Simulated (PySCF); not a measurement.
Vertical excitations of a molecule CH7ClOSi2 from TDDFT-CAM-B3LYP/def2-SVPD in PySCF, as energy in eV (oscillator strength): 7.05 (0.002), 7.33 (0.012), 7.65 (0.058), 7.84 (0.007), 7.92 (0.012), 8.22 (0.110), 8.30 (0.029), 8.32 (0.030), 8.40 (0.000), 8.52 (0.060). Lowest triplet (TDA): 6.65 eV. Geometry optimised at PBE-D3(BJ)/def2-SVP. Other conformers were not sampled.

Problem. Which molecule gave these data?
A) OC[SiH2][SiH2]Cl
B) [SiH3]CO[SiH2]Cl
C) C[Si@@](O)([SiH3])Cl
D) CO[Si@@H]([SiH3])Cl

Solution. B, [SiH3]CO[SiH2]Cl
